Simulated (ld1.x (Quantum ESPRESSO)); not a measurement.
# What one change does to a pseudopotential (P, TM)

```json
{
  "Element": "P (Z = 15)",
  "Generator": "ld1.x (Quantum ESPRESSO) 7.5",
  "Type": "norm-conserving Troullier–Martins (Kleinman–Bylander form)",
  "Functional": "Wu–Cohen",
  "Relativity": "scalar-relativistic",
  "Frozen core": "[Ne]",
  "Valence charge": "5",
  "Reference configuration": "3s2 3p1 (charge +2)",
  "Partial waves": "3p (bound): rc 1.35 bohr; 3d channel at -0.05 Ry: rc 1.10 bohr; 3s (bound): rc 1.35 bohr",
  "Local potential": "the s channel",
  "Core correction": "a·sin(br)/r model core inside 0.75 bohr"
}
```

Change: all radii but the core radius scaled by about 0.85 (s 1.14, p 1.14, d 0.94 bohr).

Cutoffs: the cutoffs (Ry, on a coarse ladder) from which the occupation-weighted sum of valence levels, in a spherical-Bessel basis at the reference potential, stays within 10 and 1 mRy of its value at 400 Ry; they do not see the model core or the augmentation charge, which bear on the density cutoff. Errors are all-electron minus pseudo energies relative to the spin-unpolarised reference configuration.

Task: What does the change do?

Result: The potential gets harder (45 Ry and 90 Ry → 90 Ry and 180 Ry); of the 7 tests that both files solve, the error grows in 6 and shrinks in 0 by more than 15 % and 0.3 meV (median size 19.2 → 23.3 meV); neither file shows a bound ghost. A smaller radius makes the pseudo-wave follow the all-electron one further in, where it bends more sharply, so more plane waves are needed. That the errors move this way runs against the usual rule that smaller radii transfer better.

```csv
quantity,base,changed
"cutoff, loose",45 Ry,90 Ry
"cutoff, tight",90 Ry,180 Ry
loose cutoff by channel (10 mRy a level),"p 35 Ry, s 18 Ry","p 80 Ry, s 50 Ry"
bound ghosts,none,none
"error for 3s2 3p3, meV [ΔE -28.85 eV]",+28,+35
"error for 3s2 3p2, meV [ΔE -19.14 eV]",+11,+13
"error for 3s2 3p0, meV [ΔE 29.76 eV]",+13,+14
"error for 3s2 3p2.5, meV [ΔE -25.08 eV]",+20,+24
"error for 3s0 3p5, meV [ΔE -11.67 eV]",+19,+23
"error for 3s1 3p3, meV [ΔE -10.03 eV]",+8.2,+9.5
"error for 3s1 3p4, meV [ΔE -20.32 eV]",+23,+29
```
